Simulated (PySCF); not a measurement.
Mg⁺ (magnesium, charge +1) across methods

[Ne] 3d1, 2D determinant (an excited configuration). All numbers are calculated (PySCF 2.14, the non-relativistic Hamiltonian (point nucleus), in dyall-acv3z (20s13p7d4f, 122 functions)).

| method | E (hartree) | mean ε 2p α (eV) | mean ε 2p β (eV) | mean ε 3d α (eV) | Σ⟨r²⟩ (bohr²) | ⟨S²⟩ |
| --- | --- | --- | --- | --- | --- | --- |
| r2SCAN | -199.4576 | -61.114 | -61.106 | -4.641 | 26.39 | 0.750 |
| BP86 | -199.5021 | -59.838 | -59.826 | -4.865 | 26.14 | 0.750 |
| PBE0 | -199.3758 | -63.817 | -63.801 | -5.122 | 26.19 | 0.750 |
| PW91 | -199.4626 | -59.864 | -59.843 | -4.780 | 25.94 | 0.750 |
| UHF | -199.04660 | -74.955 | -74.950 | -5.878 | 26.87 | 0.750 |
| PBE | -199.3608 | -59.707 | -59.687 | -4.785 | 25.97 | 0.750 |
| LDA | -198.5306 | -59.865 | -59.847 | -4.540 | 26.09 | 0.750 |
| HSE06 | -199.3905 | -63.385 | -63.368 | -4.791 | 26.23 | 0.750 |

The outer electron is Rydberg-like, and this basis confines it to a smaller radius and binds it less than a complete one would.
